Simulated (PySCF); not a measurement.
Working out the ionisation energy of Ni

Ni [Ar] 3d8 4s2 (3F) → Ni⁺ [Ar] 3d9 (2D). Calculation: PySCF 2.14, in aug-cc-pVDZ-DK; the spin-free X2C one-electron Hamiltonian (Gaussian nucleus). Frozen: [Ar]. Energies in hartree (1 hartree = 27.21139 eV):

```
             part    Ni (lower)   Ni⁺ (upper)
              UHF  -1519.096904  -1518.796299
MP2 opposite-spin     -0.182203     -0.204447
    MP2 same-spin     -0.103173     -0.122475
```

Q: What does Hartree-Fock give?

A: (-1518.796299) − (-1519.096904) = 0.300605 hartree = 8.180 eV.

Q: What do MP2 and SCS-MP2 (6/5 opposite-spin, 1/3 same-spin) give?

A: The opposite-spin parts differ by -0.605 eV and the same-spin parts by -0.525 eV. MP2: 8.180 + (-0.605) + (-0.525) = 7.050 eV. SCS-MP2: 8.180 + 1.2 × (-0.605) + (-0.525)/3 = 7.279 eV.

Reference: 7.640 eV (measured; NIST Atomic Spectra Database, ionization energies), between the lowest levels; spin-orbit coupling is absent from the calculation.

A double-zeta basis recovers only part of the correlation energy.

What remains against the reference includes basis incompleteness, the frozen core and correlation beyond second order.
